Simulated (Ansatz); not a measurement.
```yaml
crystal:
  periodic: [false, false, false]
  atoms:
    - {symbol: C, position_ang: [1.426063, -0.065746, 0.068535]}
    - {symbol: C, position_ang: [-1.321028, 0.088355, 0.032198]}
    - {symbol: Ge, position_ang: [-0.243857, -0.043272, -1.216446]}
    - {symbol: H, position_ang: [1.294381, -0.940459, 0.569708]}
    - {symbol: H, position_ang: [1.327860, 0.783897, 0.720124]}
    - {symbol: H, position_ang: [2.608813, -0.040886, -0.469660]}
    - {symbol: H, position_ang: [-1.560290, 1.144013, 0.623528]}
    - {symbol: H, position_ang: [-1.368911, -0.845522, 0.317986]}
    - {symbol: H, position_ang: [-2.374204, -0.206525, -0.280265]}
basis:
  gaussian: {orbitals: "6-31G*"}
hamiltonian: {xc: {name: revPBE}, dispersion: d3bjatm, pseudopotentials: {relativity: none}}
scf: {lower_state_search: off}
output: {forces: true}
```

```sh
$ ansatz run in.yaml --threads 2 --pin off --events-out ev --progress --plain --max-ram 4352MiB
```

Shortened log:

```
Functional definition: revPBE
961 factors; their error is unknown
mean field evaluation 1: about -58660.0609 eV, gradient 7.5e1 eV
mean field evaluation 2: about -58627.7802 eV, gradient 1.2e2 eV
mean field evaluation 4: about -58672.4592 eV, gradient 1.3e1 eV
mean field evaluation 8: about -58672.8706 eV, gradient 2.4e-1 eV
mean field evaluation 16: about -58672.8707 eV, gradient 1.2e-3 eV
mean field -58672.87067227 eV, -2156.1882273059 hartree, gradient 6.9e-6 eV, S^2 0.000000; 0 other end points of the search recorded, 0 dependent functions left out
reference -58672.87070661 eV, -2156.1882285677 hartree; 25, 25 occupied and 52, 52 virtual orbitals, 961 factors
Total energy: -58673.29048947 eV, -2156.2036553034 hartree
Atom 0 at     1.426063    -0.065746     0.068535 Å, force     3.008158     2.800005    -4.442904 eV/Å
Atom 1 at    -1.321028     0.088355     0.032198 Å, force    -9.400535     7.453181     4.922522 eV/Å
Atom 2 at    -0.243857    -0.043272    -1.216446 Å, force     7.666940    -0.787772    -7.736917 eV/Å
Atom 3 at     1.294381    -0.940459     0.569708 Å, force    -0.211269    -3.098020     1.951020 eV/Å
Atom 4 at     1.327860     0.783897     0.720124 Å, force     0.129571     0.663459     0.788619 eV/Å
Atom 5 at     2.608813    -0.040886    -0.469660 Å, force    -3.377675    -0.124339     1.443148 eV/Å
Atom 6 at    -1.560290     1.144013     0.623528 Å, force     1.069257    -2.993809    -0.234426 eV/Å
Atom 7 at    -1.368911    -0.845522     0.317986 Å, force     1.284207    -5.566631     4.340562 eV/Å
Atom 8 at    -2.374204    -0.206525    -0.280265 Å, force    -0.168654     1.653925    -1.031625 eV/Å
Dipole moment:    -0.305948     0.045233     0.349567 e Å
Checks for a lower state left out: stability, starts, cluster_reference, orbital_swaps, neighbouring_geometries, increment
```

Run time 0.85 s (2 threads of Arm Neoverse V2 on a shared host).

The 6-31G sets use Cartesian d functions.
